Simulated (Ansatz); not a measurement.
Molecule: sum formula SiN$_{2}$H$_{5}$ (charge -1, singlet). It need not be the lowest isomer of its formula. Whether it binds its extra electron was not tested at this geometry. 
Coordinates optimised at B3LYP-D3(BJ)/def2-TZVP (Ansatz, an electronic-structure program):
```
Si
N 1 1.8380
H 2 1.0136 1 112.40
H 2 1.0185 3 107.39 1 -129.22
N 1 1.8380 2 107.04 3 -83.22
H 5 1.0136 1 112.40 2 83.22
H 5 1.0185 6 107.39 1 129.22
H 1 1.5458 2 93.94 3 -178.56
```
Charge -1, spin multiplicity 1.

Basis-set convergence of Hartree-Fock and MP2 correlation energies (hartree) with Ansatz. Cores are frozen in the correlated levels unless marked. Spin-orbit coupling is left out. No relativistic terms.

```csv
basis,functions,E(HF),"E(corr, MP2)"
aug-cc-pV(D+d)Z,123,-400.76816,-0.49591
aug-cc-pV(T+d)Z,262,-400.80988,-0.59310
aug-cc-pV(Q+d)Z,479,-400.81954,-0.62679
```

Extrapolating the two largest sets (X = 3 and 4) as X^-3: E(corr) = (64·(-0.62679) - 27·(-0.59310))/37 = -0.6514 Eh, an estimate of the basis-set limit. The largest set recovers 96.2 % of it, the smallest 76.1 %.
